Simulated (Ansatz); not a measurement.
This geometry of AlCl$_{3}$FH (6 atoms, charge 0, multiplicity 1) is a first-order saddle point.

The calculation used RKS PBE0-D4/def2-SVP in Ansatz 0.2.0.

```xyz
6
Properties=species:S:1:pos:R:3
Al 0.019 -0.276 -0.027
F 0.024 0.038 1.729
Cl 1.830 0.179 -0.945
Cl -1.818 0.118 -0.924
Cl 0.059 -2.418 0.902
H 0.045 -1.242 1.795
```

Which two structures does it join? (They come from a converged band through this point; their orientation in space is the band's.)

Bonds broken: Cl5–H6. Bonds formed: F2–H6.

Image 0:

```xyz
6
Properties=species:S:1:pos:R:3
Al 0.015 -0.048 0.019
F 0.018 0.332 1.657
Cl 1.820 0.143 -1.008
Cl -1.807 0.081 -0.987
Cl 0.060 -2.416 0.883
H 0.054 -1.692 1.968
```

Image 6:

```xyz
6
Properties=species:S:1:pos:R:3
Al 0.022 -0.528 -0.155
F 0.025 -0.024 1.768
Cl 1.819 0.242 -0.885
Cl -1.809 0.180 -0.864
Cl 0.060 -2.540 0.598
H 0.042 -0.932 2.069
```

How far does it lie above each of them?

10.0 kJ/mol above the first and 21.6 kJ/mol above the second. This is the barrier of this one path; another mechanism may lie lower. The orbitals stay closed-shell, which can raise the energy where a bond breaks towards radicals; this wasn't checked here.

Time of the run: 97 s on 2 threads of Arm Neoverse V1 (shared host), peak memory 0.2 GiB.
